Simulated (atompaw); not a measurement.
u(r) = r·R(r): atom against pseudo-atom (Zr (Z = 40))

Columns: radius, all-electron u(r) and pseudo u(r) of the 4d shell (level -3.97 eV) of zirconium in the configuration [Ar] 3d10 4s2 4p6 4d2 5s2 5p0; PBEsol, non-relativistic, PAW (atompaw) scheme, atompaw 4.2.0.5.

```
r (bohr)  all-electron   pseudo
   0.100        0.0977  -0.0001
   0.200        0.2610  -0.0006
   0.300        0.3074  -0.0021
   0.400        0.2420  -0.0051
   0.500        0.1158  -0.0101
   0.600       -0.0314  -0.0176
   0.700       -0.1757  -0.0281
   0.800       -0.3053  -0.0424
   0.900       -0.4153  -0.0609
   1.000       -0.5044  -0.0841
   1.100       -0.5733  -0.1124
   1.200       -0.6241  -0.1462
   1.300       -0.6590  -0.1853
   1.400       -0.6806  -0.2294
   1.500       -0.6915  -0.2778
   1.600       -0.6937  -0.3292
   1.700       -0.6890  -0.3818
   1.800       -0.6791  -0.4333
   1.900       -0.6652  -0.4805
   2.000       -0.6484  -0.5206
   2.100       -0.6295  -0.5503
   2.200       -0.6093  -0.5674
   2.300       -0.5883  -0.5710
   2.400       -0.5669  -0.5623
   2.500       -0.5453  -0.5449
   2.600       -0.5239  -0.5239
```

How many radial nodes do the two functions have?

The all-electron 4d function has n − l − 1 = 1; the pseudo-wave has 0, since the states of the same l below it are removed with the core.

Is the pseudo-wave norm-conserving?

No, it belongs to a PAW set: the norm inside the radius is not constrained, and the difference is carried by the augmentation charge.
